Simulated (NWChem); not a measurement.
Molecule: GaPH4; SMILES [PH2][GaH2]

```xyz
6

Ga     0.0443     0.8534     0.0086
H     -1.3339     1.5732     0.2252
H      1.3583     1.6639    -0.2761
P      0.1027    -1.4558    -0.0942
H     -0.7584    -1.6725     1.0226
H      1.3201    -1.6027     0.6353
```
Atoms are numbered in this order, from 1.

Computed with NWChem. Pople sets run with spherical d functions. The geometry was optimised at PBE0/def2-SVP. B3LYP is NWChem's, with the RPA form of VWN correlation. Vzz is the largest principal value of the second derivative of the potential at the nucleus (NWChem prints the opposite sign); η is the asymmetry. Non-relativistic.

```tsv
level	Vzz Ga1 (a.u.)	η Ga1
PBE0/def2-TZVP	3.683	0.21
PBE0/def2-SVP	3.031	0.22
B3LYP/def2-TZVP	3.667	0.19
B3LYP/6-31G*	2.783	0.18
```
